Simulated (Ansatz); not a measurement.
Ansatz (a program for electronic structure) input (B3LYP/STO-3G):

Ansatz 0.2 input:
```yaml
crystal:
  periodic: [false, false, false]
  atoms:
    - {symbol: Mo, position_ang: [0.25311714, 0.05364568, 0.34276854]}
    - {symbol: O, position_ang: [1.52642633, -0.74755070, -0.34803102]}
    - {symbol: O, position_ang: [-0.54175153, -1.09331703, 1.23332807]}
    - {symbol: Cl, position_ang: [-1.08872461, 0.73375431, -1.26345029]}
basis:
  gaussian:
    orbitals: STO-3G
hamiltonian:
  xc: {name: B3LYP}
magnetization: {spin_polarized: true, initial_magnetization: 1}
```

**Question.** Predict the final energy.

**Answer.** -4541.50271 Eh.
